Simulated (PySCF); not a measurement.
**`C/C=C\[Si@@H]1N[SiH2]CC1=O`: 4 charge schemes on one density**

Species: C₅H₁₁NOSi₂.
Structure used (GFN2-xTB), in Å, numbered top down from 1:
```xyz
20
C5H11NOSi2 angstrom
C     -2.7882    0.9950   -0.5344
C     -2.5915   -0.2807    0.2068
C     -1.4795   -1.0079    0.2109
Si     0.0960   -0.6111   -0.7328
N      1.4392   -1.5394   -0.1251
Si     2.8017   -0.7025    0.5377
C      1.9331    0.9735    0.7653
C      0.8952    1.0882   -0.3134
O      0.6678    2.1186   -0.9088
H     -1.8706    1.3277   -1.0101
H     -3.1368    1.7723    0.1457
H     -3.5548    0.8650   -1.2992
H     -3.4552   -0.6086    0.7768
H     -1.4739   -1.9212    0.7944
H     -0.0407   -0.7680   -2.1859
H      1.4548   -2.5384   -0.2328
H      3.9284   -0.6132   -0.3967
H      3.1999   -1.3255    1.8020
H      1.3906    0.9368    1.7115
H      2.5794    1.8501    0.7848
```

Density: PBE0/pcSseg-1 (PySCF); schemes: Mulliken, IAO, Hirshfeld and ESP-fitted. Geometry: GFN2-xTB, one conformer, isolated molecule.

**Question.** What partial charge does each atom carry?

**Answer.** In e:

```json
{"atom": "C1", "environment": "allylic carbon", "Mulliken": "-0.264", "IAO": "-0.430", "Hirshfeld": "-0.114", "ESP-fitted": "-0.222"}
{"atom": "C2", "environment": "alkene CH carbon", "Mulliken": "-0.190", "IAO": "-0.091", "Hirshfeld": "-0.021", "ESP-fitted": "-0.018"}
{"atom": "C3", "environment": "alkene CH carbon", "Mulliken": "-0.449", "IAO": "-0.476", "Hirshfeld": "-0.164", "ESP-fitted": "-0.492"}
{"atom": "Si4", "environment": "SiH silicon", "Mulliken": "+0.950", "IAO": "+0.945", "Hirshfeld": "+0.374", "ESP-fitted": "+0.689"}
{"atom": "N5", "environment": "nitrogen bridging silicon atoms", "Mulliken": "-0.842", "IAO": "-0.937", "Hirshfeld": "-0.331", "ESP-fitted": "-0.945"}
{"atom": "Si6", "environment": "SiH2 silicon", "Mulliken": "+0.793", "IAO": "+0.910", "Hirshfeld": "+0.383", "ESP-fitted": "+0.620"}
{"atom": "C7", "environment": "sp3 carbon bound to silicon", "Mulliken": "-0.520", "IAO": "-0.605", "Hirshfeld": "-0.173", "ESP-fitted": "-0.508"}
{"atom": "C8", "environment": "carbonyl carbon", "Mulliken": "-0.029", "IAO": "+0.141", "Hirshfeld": "+0.079", "ESP-fitted": "+0.505"}
{"atom": "O9", "environment": "carbonyl oxygen", "Mulliken": "-0.354", "IAO": "-0.397", "Hirshfeld": "-0.230", "ESP-fitted": "-0.491"}
{"atom": "H10", "environment": "methyl hydrogen", "Mulliken": "+0.146", "IAO": "+0.151", "Hirshfeld": "+0.039", "ESP-fitted": "+0.051"}
{"atom": "H11", "environment": "methyl hydrogen", "Mulliken": "+0.132", "IAO": "+0.157", "Hirshfeld": "+0.052", "ESP-fitted": "+0.100"}
{"atom": "H12", "environment": "methyl hydrogen", "Mulliken": "+0.133", "IAO": "+0.157", "Hirshfeld": "+0.051", "ESP-fitted": "+0.100"}
{"atom": "H13", "environment": "vinylic hydrogen", "Mulliken": "+0.103", "IAO": "+0.141", "Hirshfeld": "+0.045", "ESP-fitted": "+0.105"}
{"atom": "H14", "environment": "vinylic hydrogen", "Mulliken": "+0.119", "IAO": "+0.154", "Hirshfeld": "+0.038", "ESP-fitted": "+0.179"}
{"atom": "H15", "environment": "Si–H hydrogen", "Mulliken": "-0.064", "IAO": "-0.138", "Hirshfeld": "-0.081", "ESP-fitted": "-0.141"}
{"atom": "H16", "environment": "N–H hydrogen", "Mulliken": "+0.209", "IAO": "+0.264", "Hirshfeld": "+0.117", "ESP-fitted": "+0.418"}
{"atom": "H17", "environment": "Si–H hydrogen", "Mulliken": "-0.096", "IAO": "-0.150", "Hirshfeld": "-0.084", "ESP-fitted": "-0.124"}
{"atom": "H18", "environment": "Si–H hydrogen", "Mulliken": "-0.107", "IAO": "-0.141", "Hirshfeld": "-0.082", "ESP-fitted": "-0.118"}
{"atom": "H19", "environment": "methylene hydrogen", "Mulliken": "+0.177", "IAO": "+0.178", "Hirshfeld": "+0.057", "ESP-fitted": "+0.148"}
{"atom": "H20", "environment": "methylene hydrogen", "Mulliken": "+0.152", "IAO": "+0.166", "Hirshfeld": "+0.046", "ESP-fitted": "+0.145"}
```

Mean size of the charges over all atoms: IAO 0.336 e, ESP-fitted 0.306 e, Mulliken 0.291 e, Hirshfeld 0.128 e. Each set sums to the total charge, 0, to within 0.001 e. The IAO scheme projects the occupied orbitals on a minimal set of polarised atomic orbitals and counts the electrons in each atom's part of it. The ESP scheme is a least-squares fit of atom-centred charges to the potential on four shells outside the van der Waals surface, with the total charge fixed.

Lowest charge. All schemes agree: Mulliken N5 (-0.842); IAO N5 (-0.937); Hirshfeld N5 (-0.331); ESP-fitted N5 (-0.945).

Highest charge. The schemes don't all agree: Mulliken Si4 (+0.950); IAO Si4 (+0.945); Hirshfeld Si6 (+0.383); ESP-fitted Si4 (+0.689).

**Question.** How many electrons does the IAO scheme count on Si6?

**Answer.** Z − q = 14 − (+0.910) = 13.090.

**Question.** Sum the charges by element, for elements with more than one atom.

**Answer.** 
```
element  atoms  Mulliken     IAO  Hirshfeld  ESP-fitted
      C      5    -1.452  -1.461     -0.395      -0.736
     Si      2    +1.743  +1.855     +0.758      +1.308
      H     11    +0.905  +0.939     +0.198      +0.863
```

These values come from a run that also computed NMR shieldings. Hardware: one thread of an Arm Neoverse N1 (shared host). Cost: 85 s, 0.93 GiB resident at most.
